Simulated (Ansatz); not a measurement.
Geometry optimisation, RKS PBE0/def2-SVP (Ansatz 0.2.0).

Input file:

```yaml
crystal:
  periodic: [false, false, false]
  atoms:
    - { symbol: B, position_ang: [0.12555, 3.59216, 0.6341] }
    - { symbol: Zn, position_ang: [0.31742, 1.68888, -0.00848] }
    - { symbol: O, position_ang: [0.28699, -0.05614, -0.34176] }
    - { symbol: Si, position_ang: [0.33376, -1.60999, -0.74653] }
    - { symbol: "N", position_ang: [-0.65607, -2.68062, 0.18702] }
    - { symbol: H, position_ang: [0.1939, 4.51415, -0.07527] }
    - { symbol: H, position_ang: [-0.06122, 3.83941, 1.75864] }
    - { symbol: H, position_ang: [-0.16695, -1.74687, -2.1185] }
    - { symbol: H, position_ang: [0.00229, -0.64008, 0.40527] }
    - { symbol: H, position_ang: [-1.65684, -2.61112, 0.09754] }
    - { symbol: H, position_ang: [-0.4189, -2.83442, 1.15349] }
basis:
  gaussian: { orbitals: def2-SVP }
hamiltonian:
  xc: pbe0
relax:
  f_tol: 0.02
  max_steps: 50
```

Run as:

```bash
$ ansatz run input.yaml --threads 2 --pin off --max-ram 3072MiB --backend cpu --events-out ev --progress --plain --runs-dir out
```

**Question.** Where does it end, and by what steps?

**Answer.** The run converged. After 41 steps the energy has fallen by 4.414 eV; H9 moved furthest, 3.01 Å. The start is strongly strained (largest force component 8 eV/Å), so its close contacts needn't be bonds. Parted: Zn2–O3, Si4–H9. Joined: Zn2–Si4.

| step | energy less start (eV) | largest force component (eV/Å) | accepted |
| --- | --- | --- | --- |
| 0 | 0.0000 | 8.303 | yes |
| 2 | -2.3083 | 2.523 | yes |
| 4 | -2.8071 | 1.307 | yes |
| 6 | -2.9866 | 0.370 | yes |
| 8 | -3.0303 | 0.239 | yes |
| 10 | -3.0406 | 0.068 | yes |
| 12 | -3.0552 | 0.180 | yes |
| 14 | -3.0624 | 0.199 | yes |
| 16 | -3.0546 | 0.818 | no |
| 18 | -3.1083 | 0.229 | yes |
| 20 | -3.2090 | 0.593 | yes |
| 22 | -3.5260 | 0.805 | yes |
| 24 | -3.8890 | 0.771 | yes |
| 26 | -4.0735 | 0.815 | yes |
| 28 | -4.2052 | 0.311 | yes |
| 30 | -4.3040 | 0.499 | yes |
| 32 | -4.3570 | 0.681 | yes |
| 34 | -4.3894 | 0.780 | no |
| 36 | -4.3974 | 0.519 | yes |
| 38 | -4.4123 | 0.152 | yes |
| 40 | -4.4134 | 0.036 | yes |
| 41 | -4.4136 | 0.010 | yes |

```xyz
11
Properties=species:S:1:pos:R:3
B 0.973 3.308 0.549
Zn 0.211 1.415 0.081
O -2.281 -0.712 -0.002
Si -0.651 -0.758 -0.451
N 0.294 -2.015 0.292
H 1.241 4.141 -0.293
H 1.185 3.666 1.690
H -0.593 -1.151 -1.905
H -2.809 -1.473 -0.263
H 0.239 -2.972 -0.039
H 0.492 -1.994 1.287
```

Whether the end is a true minimum wasn't checked by a vibrational analysis.

The run took 3.3 min on 2 threads of Arm Neoverse V1, on a shared host, peak memory 0.31 GiB.
